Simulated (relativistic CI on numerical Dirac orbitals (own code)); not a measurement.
Exchange splitting of the 4s photoelectron line of Mo⁺

Problem. Mo⁺ ([Kr] 4d5) has the spin S = 5/2. The exchange integral with a hole in 4s, calculated from Dirac-KLI orbitals and scaled by 0.8, is G^2(4s,4d) = 5.739 eV, with l = 2 the orbital momentum of the open shell. Find the splitting and the intensity ratio of the 4s line.

Working.
1. The electron left in 4s couples its spin to S, giving S + ½ = 3 and S − ½ = 2.
2. Van Vleck's theorem gives ΔE = (2S + 1) G^l/(2l + 1) = 6 × 5.739/5 = 6.89 eV, with the high-spin state at lower binding energy.
3. The intensities follow the multiplicities, (2S + 2) : 2S = (S + 1) : S = 1.40.

Check. The full multiplet calculation with spin-orbit coupling puts the centres of the two groups of its strongest lines 6.87 eV apart. Measured splittings are much smaller, often about half, when hole and open shell share n, because correlation inside the n = 4 shell lowers the low-spin state; the low-spin line also loses weight to satellites, so measured ratios exceed (S + 1)/S. The splitting still grows with S and serves to read the spin state.
